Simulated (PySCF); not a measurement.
SMILES C(/C=C\C)#C (C₅H₆), singlet, GFN2-xTB optimised geometry.

```
11

C      1.69    -1.05     0.00
C      0.49    -1.03     0.00
C     -0.92    -1.03     0.00
C     -1.66     0.08     0.00
C     -1.13     1.47     0.00
H      2.74    -1.07     0.00
H     -1.38    -2.01     0.00
H     -2.74    -0.01     0.00
H     -0.04     1.46     0.00
H     -1.48     2.01     0.88
H     -1.48     2.01    -0.88
```

Density from PBE/def2-TZVP (PySCF 2.14.0) at that geometry.

Minimum of the electron density along straight lines between bonded atoms, close to the bond critical point (lines longer than 1.1 times the sum of covalent radii, or with two minima, are not listed):

| bond | length / Å | ρ at the minimum / e bohr⁻³ | ∇²ρ there / e bohr⁻⁵ | position (fraction from the first atom) |
|---|---|---|---|---|
| C1–C2 | 1.201 | 0.417 | ? | 0.49 |
| C2–C3 | 1.411 | 0.294 | ? | 0.53 |
| C3–C4 | 1.332 | ? | -1.04 | 0.50 |
| C4–C5 | 1.490 | 0.260 | -0.66 | 0.51 |
| C1–H6 | 1.049 | 0.297 | -1.10 | 0.66 |
| C3–H7 | 1.083 | 0.282 | -0.98 | 0.65 |
| C4–H8 | 1.082 | 0.285 | -0.99 | 0.64 |
| C5–H9 | 1.087 | 0.279 | -0.95 | 0.64 |
| C5–H10 | 1.090 | 0.274 | -0.91 | 0.64 |
| C5–H11 | 1.090 | 0.274 | -0.91 | 0.64 |

Question: Fill in the missing entries.

Answer: 
- C1–C2, ∇²ρ there / e bohr⁻⁵: -1.20
- C2–C3, ∇²ρ there / e bohr⁻⁵: -0.83
- C3–C4, ρ at the minimum / e bohr⁻³: 0.348
